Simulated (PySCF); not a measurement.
Te(OMe)(SiH3) (CH₆OSiTe), SMILES CO[Te][SiH3].

Geometry: PBE0-D3(BJ)/def2-SVP. This is a generated structure with no PubChem entry under its InChIKey; it may be hypothetical. The def2 effective core potentials stand for the cores of Te; spin–orbit coupling is left out. One conformer was computed; it need not be the lowest.

Two levels are set side by side: PBE/def2-TZVP (PySCF) and CAM-B3LYP/def2-TZVP (PySCF). Same geometry, gas phase. Differences are taken from unrounded values.

```
quantity                     CAM-B3LYP    PBE  PBE minus CAM-B3LYP
---------------------------  ---------  -----  -------------------
orbital gap (eV)                  6.70   2.46                -4.25
highest occupied level (eV)      -7.67  -5.37                 2.30
lowest empty level (eV)          -0.97  -2.92                -1.95
dipole moment (D)                 1.43   1.15                -0.28
mean polarisability (bohr³)       82.9   87.4                  4.5
```

PBE's occupied levels lie high since its potential decays too fast outside the molecule; exact exchange lowers them and widens the gap. Loosely held outer electrons make PBE densities more polarisable. Differences between two approximate levels are no errors against the true value.

Rough cost on one machine, each run with all the roots and properties that it gave: CAM-B3LYP against PBE within a factor of 2.
